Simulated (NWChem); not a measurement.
System: C2H2Cl, doublet; SMILES [CH]=CCl

```xyz
5

C     -0.2795     1.7021     0.0000
C      0.5040     0.6544     0.0000
Cl    -0.0949    -0.9896     0.0000
H     -1.3318     1.9755     0.0000
H      1.5973     0.7083     0.0000
```
Atoms are numbered in this order, from 1.

Program: NWChem. Spin-unrestricted. Spin-contaminated determinants: UHF/def2-TZVP (<S²> = 0.98). In the optimisation the excess spin sits in a' (Cs, its own frame). Geometry: optimised at PBE0/def2-SVP, spin-unrestricted. No stability test was run on the SCF state. Total energies of different functionals are on different scales.

```tsv
level	energy (Ha)	highest occupied level (eV)	lowest empty minus highest occupied level, either spin (eV)	dipole (D)	<S²>
B3LYP/def2-TZVP	-537.5627	-7.36	4.13	0.83	0.761
PBE/def2-TZVP	-537.2547	-6.24	2.24	0.74	0.759
MPW1K/def2-TZVP	-537.5406	-8.50	6.67	0.97	0.777
TPSSh/def2-TZVP	-537.5683	-6.94	3.67	0.88	0.767
UHF/def2-TZVP	-536.3490	-10.39	12.45	1.17	0.977
TPSS/def2-TZVP	-537.5837	-6.43	2.70	0.83	0.764
revPBE/def2-TZVP	-537.4442	-6.21	2.37	0.75	0.759
B97-D/def2-TZVP	-537.5177	-6.21	2.06	0.80	0.765
B3PW91/def2-TZVP	-537.4761	-7.44	4.43	0.87	0.765
BHandHLYP/def2-TZVP	-537.4949	?	?	0.97	0.772
```

Question: Fill in the missing entries.

Answer: 
- BHandHLYP/def2-TZVP, highest occupied level (eV): -8.68
- BHandHLYP/def2-TZVP, lowest empty minus highest occupied level, either spin (eV): 7.05
